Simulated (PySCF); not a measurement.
C2H7AlS, SMILES [CH3][Al]([CH3])[SH].

Coordinates come from a B3LYP-D3(BJ)/def2-SVP optimisation. The structure was generated by enumeration; whether it is a known compound was not checked. One conformer was computed; it need not be the lowest.

All values below come from TDDFT-M06-2X/def2-SVPD run with PySCF.

Vertical excitations. The molecule is in vacuum.

**Question.** Estimate the UV-visible absorptions. (An estimate is asked for; the answer gives what the named calculation found.)

**Answer.** 
| state | energy (eV) | λ (nm) | f | main pairs |
|---|---|---|---|---|
| S1 | 5.96 | 208 | 0.000 | HOMO−1→LUMO+1 93 % |
| S2 | 6.12 | 203 | 0.051 | HOMO→LUMO 64 %, HOMO→LUMO+2 16 % |
| S3 | 6.18 | 201 | 0.065 | HOMO→LUMO+1 91 % |
| S4 | 6.30 | 197 | 0.014 | HOMO−2→LUMO+1 81 % |
| S5 | 6.51 | 190 | 0.014 | HOMO→LUMO+4 36 %, HOMO→LUMO+3 29 %, HOMO→LUMO 10 %, HOMO→LUMO+2 9 % |
| S6 | 6.67 | 186 | 0.135 | HOMO−1→LUMO 91 % |
| S7 | 6.93 | 179 | 0.168 | HOMO−2→LUMO 85 % |
| S8 | 7.58 | 164 | 0.087 | HOMO−2→LUMO+2 26 %, HOMO−2→LUMO+3 16 %, HOMO−2→LUMO+4 15 %, HOMO−1→LUMO+3 11 % |
| S9 | 7.60 | 163 | 0.002 | HOMO→LUMO+2 67 %, HOMO→LUMO+3 13 % |
| S10 | 7.84 | 158 | 0.003 | HOMO→LUMO+4 44 %, HOMO→LUMO+3 42 % |
| T1 | 5.35 | 232 | 0 | HOMO→LUMO+1 96 % |
| T2 | 5.67 | 219 | 0 | HOMO−1→LUMO+1 92 % |
| T3 | 5.89 | 210 | 0 | HOMO→LUMO 50 %, HOMO→LUMO+2 23 %, HOMO→LUMO+3 10 %, HOMO→LUMO+11 8 % |
| T4 | 5.97 | 208 | 0 | HOMO−2→LUMO+1 86 % |
Triplets are in the Tamm–Dancoff approximation, which puts them higher than full response would, so one can lie above its singlet here.
